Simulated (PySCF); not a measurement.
Electronic absorption of C3H11PSi

Species: C3H11PSi.
SMILES: `P[Si](C)(C)C`

Computed, not measured: PySCF 2.14.0, density-fitted response routines, TDDFT PBE0/def2-SVPD, vertical, gas phase, core orbitals frozen in the response. Geometry: PBE0-D3(BJ)/def2-SVP; no solvent, vibrations or thermal averaging. Torsions of this conformer, `[CH3:1][Si:2]([CH3:3])([CH3:4])[PH2:5]`: H–P5–Si2–C1 46°, H–P5–Si2–C1 -47°.

| state | λ (nm) | E (eV) | f | \|μ\| (D) | symmetry | main configurations (H = HOMO, L = LUMO) |
| --- | --- | --- | --- | --- | --- | --- |
| S1 | 198.3 | 6.25 | 0.029 | 1.10 | A′ | H→L (96%) |
| S2 | 195.5 | 6.34 | 0.0054 | 0.47 | A″ | H→L+1 (97%) |
| S3 | 170.5 | 7.27 | 0.341 | 3.52 | A′ | H→L+2 (58%), H→L+5 (21%), H→L+3 (10%) |
| S4 | 168.3 | 7.37 | 0.0066 | 0.48 | A′ | H→L+3 (45%), H→L+2 (24%), H→L+5 (21%) |
| S5 | 165.2 | 7.50 | 0.0040 | 0.37 | A″ | H→L+4 (88%) |
| S6 | 164.4 | 7.54 | 0.0076 | 0.51 | A′ | H-1→L (56%), H→L+3 (21%), H→L+5 (17%) |
| S7 | 163.3 | 7.59 | 0.073 | 1.59 | A′ | H-1→L (35%), H→L+5 (34%), H→L+3 (19%) |
| S8 | 158.0 | 7.85 | 0.042 | 1.19 | A″ | H-2→L (97%) |
| S9 | 155.5 | 7.97 | 0.061 | 1.42 | A″ | H-1→L+1 (75%), H→L+9 (12%), H→L+4 (9%) |
| S10 | 152.1 | 8.15 | 0.0059 | 0.44 | A′ | H-3→L (75%) |

Triplets (Tamm–Dancoff): T1 5.53 eV, H→L+1 (85%); T2 5.56 eV, H→L (52%), H→L+2 (40%); T3 6.32 eV, H→L+2 (41%), H→L (35%), H→L+5 (11%); T4 6.92 eV, H-1→L+1 (54%), H-3→L+1 (14%), H→L+4 (9%).

The lowest singlet comes at 198 nm (603 kJ/mol) in the vacuum ultraviolet; it is weak; its leading configuration is HOMO→LUMO (96%). The strongest level in the table is S3 at 7.27 eV (171 nm, f = 0.341). Löwdin shares by element: HOMO phosphorus 63%, silicon 12%, carbon 7% or more, hydrogen 6% or more; LUMO carbon 16% or more, silicon 16%, phosphorus 15% (atoms not listed hold the other 53%). The oscillator strengths of these states sum to 0.575; summed over the whole spectrum of an exact calculation they would give the number of electrons, 58 (Thomas–Reiche–Kuhn). Weighted by f, the mean energy of these states is 7.38 eV. The listed states span 1.90 eV, and the widest gap between neighbours is 0.93 eV (S2 to S3). All these states lie below the vertical ionisation energy of 9.00 eV (ΔSCF). Symmetry labels in Cs follow from the direction of the transition dipole and are given only for states with f of 0.002 or more. The window holds the lowest 10 singlets.
